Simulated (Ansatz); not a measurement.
Ansatz (an electronic-structure program) input (B3LYP-D3(BJ)/def2-TZVP):

Ansatz 0.2 input:
```yaml
crystal:
  periodic: [false, false, false]
  atoms:
    - {symbol: Si, position_ang: [-0.02747675, -0.14248420, -0.34245708]}
    - {symbol: O, position_ang: [-0.37064442, 1.43724440, -0.32373609]}
    - {symbol: C, position_ang: [0.36400522, 2.48850901, -0.88105697]}
    - {symbol: O, position_ang: [1.46236299, -0.33831926, 0.25472913]}
    - {symbol: C, position_ang: [2.09438736, -1.53346461, 0.61389712]}
    - {symbol: O, position_ang: [-1.06212089, -0.88650501, 0.65275431]}
    - {symbol: C, position_ang: [-2.45918197, -0.82477263, 0.64791834]}
    - {symbol: H, position_ang: [-0.12359273, -0.68420318, -1.70105539]}
    - {symbol: H, position_ang: [0.30313113, 2.45926826, -1.97122205]}
    - {symbol: H, position_ang: [1.41212021, 2.42759838, -0.58512997]}
    - {symbol: H, position_ang: [-0.06554871, 3.42387880, -0.51911908]}
    - {symbol: H, position_ang: [1.44168536, -2.14376444, 1.23946172]}
    - {symbol: H, position_ang: [2.36334771, -2.10440108, -0.27791627]}
    - {symbol: H, position_ang: [2.99941238, -1.27961585, 1.16703695]}
    - {symbol: H, position_ang: [-2.81585113, -1.27109211, 1.57728244]}
    - {symbol: H, position_ang: [-2.80053783, 0.20911418, 0.58293414]}
    - {symbol: H, position_ang: [-2.86170175, -1.38337856, -0.20051126]}
basis:
  gaussian:
    orbitals: def2-TZVP
hamiltonian:
  xc: b3lyp
  dispersion: d3bj
relax: {f_tol: 0.002, max_steps: 150}
```

End of the output:

```
reference -17300.93257663 eV, -635.7975451979 hartree; 33, 33 occupied and 250, 250 virtual orbitals, 1694 factors
relax step  14: F+E_penalty+E_count = -17301.51240337 eV  Δ(F+E_penalty+E_count) = -5.512e-6 eV  max|allowed force component| = 1.216e-3 eV/Å  Δτ_max = 0.0041 Å  (32 SCF iters, accepted)
integrals: 0.27 GiB planned
1694 factors; their error is unknown
0.36 GiB of the device are held for the grids
1.68 GiB of device memory are held for the factors and their scratch space
mean field: 1.74 GiB planned
mean field evaluation 128: about -17300.9322 eV, gradient 1.1e-2 eV
mean field -17300.93222290 eV, -635.7975321985 hartree, gradient 6.7e-6 eV, S^2 0.000000; 1 other end points of the search recorded, 0 dependent functions left out
the calculation of the forces begins
reference -17300.93257663 eV, -635.7975451979 hartree; 33, 33 occupied and 250, 250 virtual orbitals, 1694 factors
Total energy: -17301.51275710 eV, -635.8188664370 hartree
Atom 0 at    -0.020357    -0.077158    -0.173799 Å, force    -0.000007     0.000145     0.000412 eV/Å
Atom 1 at    -0.354777     1.517424    -0.191008 Å, force     0.000523     0.000150    -0.000604 eV/Å
Atom 2 at     0.376442     2.491738    -0.919466 Å, force    -0.000208    -0.000365     0.000282 eV/Å
Atom 3 at     1.484496    -0.296254     0.411175 Å, force     0.000099    -0.001158    -0.000087 eV/Å
Atom 4 at     2.109648    -1.557914     0.590124 Å, force    -0.000008     0.000544     0.000007 eV/Å
Atom 5 at    -1.083536    -0.830493     0.804431 Å, force    -0.000804     0.000225    -0.000591 eV/Å
Atom 6 at    -2.490918    -0.837699     0.620458 Å, force     0.000529    -0.000112     0.000352 eV/Å
Atom 7 at    -0.115494    -0.629152    -1.545665 Å, force    -0.000010     0.000027     0.000048 eV/Å
Atom 8 at     0.470166     2.215312    -1.974497 Å, force    -0.000349    -0.000549    -0.000882 eV/Å
Atom 9 at     1.376121     2.621068    -0.498454 Å, force     0.000637     0.000028     0.000820 eV/Å
Atom 10 at    -0.161742     3.436944    -0.853854 Å, force    -0.000478     0.000583     0.000232 eV/Å
Atom 11 at     1.626353    -2.119792     1.392654 Å, force    -0.000693     0.000139     0.000941 eV/Å
Atom 12 at     2.077846    -2.153883    -0.327530 Å, force    -0.000256     0.000039    -0.001216 eV/Å
Atom 13 at     3.151928    -1.383868     0.856063 Å, force     0.000740     0.000385     0.000236 eV/Å
Atom 14 at    -2.922162    -1.533064     1.340076 Å, force    -0.000193    -0.000583     0.000720 eV/Å
Atom 15 at    -2.909417     0.156784     0.791306 Å, force     0.000112     0.001079     0.000509 eV/Å
Atom 16 at    -2.760800    -1.166381    -0.388205 Å, force     0.000364    -0.000575    -0.001178 eV/Å
Dipole moment:    -0.014604    -0.084476    -0.210214 e Å
```
